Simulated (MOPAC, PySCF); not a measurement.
HCl$_{3}$Ge, SMILES `[Cl][GeH]([Cl])[Cl]`, neutral singlet in the gas phase. 

Z-matrix (Å, degrees):
```
Ge
H 1 1.5189
Cl 1 2.1277 2 110.45
Cl 1 2.1277 2 110.48 3 -119.99
Cl 1 2.1277 2 110.48 3 119.99
```
Charge 0, multiplicity 1.

All levels are single points at this geometry (CAM-B3LYP-D3(BJ)/def2-TZVP); Pople sets use spherical d functions. Orbital energies aren't observables, and empty levels follow the basis.

HF/STO-3G in PySCF gives gap (eV) = 17.20.

**Question.** Estimate the gap (eV) from each of these levels: CAM-B3LYP-D3(BJ)/def2-TZVP in PySCF; PBE-D3(BJ)/def2-TZVP in PySCF; B3LYP/6-311+G** (LANL2DZ on Ge) in PySCF; M06-2X/6-31G* in PySCF; HF/3-21G in PySCF; AM1 in MOPAC; PM3 in MOPAC; PM7 in MOPAC.

**Answer.** 
```csv
level,gap (eV)
CAM-B3LYP-D3(BJ)/def2-TZVP in PySCF,10.37
PBE-D3(BJ)/def2-TZVP in PySCF,5.54
B3LYP/6-311+G** (LANL2DZ on Ge) in PySCF,7.30
M06-2X/6-31G* in PySCF,10.65
HF/3-21G in PySCF,15.13
AM1 in MOPAC,10.56
PM3 in MOPAC,9.33
PM7 in MOPAC,8.84
```
